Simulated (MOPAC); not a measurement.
MOPAC input (MNDO):

```
MNDO 1SCF UHF MS=0.5 GEO-OK AUX(PRECISION=9) THREADS=1
Br2FSi

F    -0.03033900 1    2.10312000 1   -0.16051200 1
Si   -0.00803500 1    0.67359800 1    0.55236500 1
Br   -1.83891600 1   -0.43133600 1   -0.08469700 1
Br    1.84993200 1   -0.37890600 1   -0.09497500 1
```

From the output:

```
                                                       MOPAC v23.2.5 Linux

          FINAL HEAT OF FORMATION =        -95.72156 KCAL/MOL =    -400.49902 KJ/MOL

          COSMO AREA              =        127.58 SQUARE ANGSTROMS
          COSMO VOLUME            =        120.10 CUBIC ANGSTROMS

          IONIZATION POTENTIAL    =          9.991197 EV
          ALPHA SOMO LUMO (EV)    =         -9.991 -1.276
          BETA  SOMO LUMO (EV)    =        -11.760 -2.251
          NO. OF ALPHA ELECTRONS  =         13
          NO. OF BETA  ELECTRONS  =         12
          MOLECULAR WEIGHT        =        206.8919         POINT GROUP:  Cs

          MOLECULAR DIMENSIONS (Angstroms)

            Atom       Atom       Distance
           Br     4   Br     3     3.68923
           Br     3    F     1     2.50949
           Si     2    F     1     0.67233

          SCF CALCULATIONS        =          1

   ATOM   CHEMICAL          X               Y               Z
  NUMBER   SYMBOL      (ANGSTROMS)     (ANGSTROMS)     (ANGSTROMS)

     1       F         -0.03033900  *   2.10312000  *  -0.16051200  *
     2      Si         -0.00803500  *   0.67359800  *   0.55236500  *
     3      Br         -1.83891600  *  -0.43133600  *  -0.08469700  *
     4      Br          1.84993200  *  -0.37890600  *  -0.09497500  *

                             CARTESIAN COORDINATES

   1    F       -0.030339000     2.103120000    -0.160512000
   2   Si       -0.008035000     0.673598000     0.552365000
   3   Br       -1.838916000    -0.431336000    -0.084697000
   4   Br        1.849932000    -0.378906000    -0.094975000

           Empirical Formula: F Si Br2  =     4 atoms

      MOLECULAR POINT GROUP   :   Cs

          ALPHA EIGENVALUES
 -44.69591 -25.87871 -25.36245 -18.65797 -16.87168 -16.75994 -16.54513 -13.40880
 -12.41887 -12.19476 -12.09703 -11.91132  -9.99120  -1.27561  -1.25127   2.22976

           BETA EIGENVALUES
 -44.57565 -25.39120 -24.89097 -18.20751 -16.74604 -16.61702 -15.96983 -12.67805
 -12.18065 -12.06451 -11.90830 -11.76033  -2.25133  -0.80876  -0.35699   2.56791

              NET ATOMIC CHARGES AND DIPOLE CONTRIBUTIONS

  ATOM NO.   TYPE          CHARGE      No. of ELECS.   s-Pop       p-Pop
    1          F          -0.463996        7.4640     1.87115     5.59284
    2         Si           1.281548        2.7185     1.31246     1.40599
    3         Br          -0.408776        7.4088     1.99357     5.41521
    4         Br          -0.408776        7.4088     1.99357     5.41521
 DIPOLE           X         Y         Z       TOTAL
 POINT-CHG.    -0.003     1.050     4.111     4.243
 HYBRID        -0.015     0.758    -1.366     1.562
 SUM           -0.018     1.808     2.745     3.287

          ATOMIC ORBITAL ELECTRON POPULATIONS

     Atom    s        px        py        pz
    1  F   1.87115   1.94906   1.75730   1.88648
    2 Si   1.31246   0.46174   0.42479   0.51946
    3 Br   1.99357   1.63137   1.85834   1.92550
    4 Br   1.99357   1.62080   1.87042   1.92398

                    (SZ)    =    0.500000
                    (S**2)  =    0.763378

          ATOMIC ORBITAL SPIN POPULATIONS

    Atom   Total    s     px     py     pz
         Atomic
    1  F  0.0143  0.004 -0.008 -0.007  0.025
    2 Si  0.5995  0.314 -0.058 -0.012  0.356
    3 Br  0.1931  0.001  0.097  0.040  0.055
    4 Br  0.1931  0.001  0.100  0.036  0.056

 **********************
 *                    *
 * JOB ENDED NORMALLY *
 *                    *
 **********************

 == MOPAC DONE ==
```

The geometry given is a B3LYP-D3(BJ)/def2-TZVP minimum.
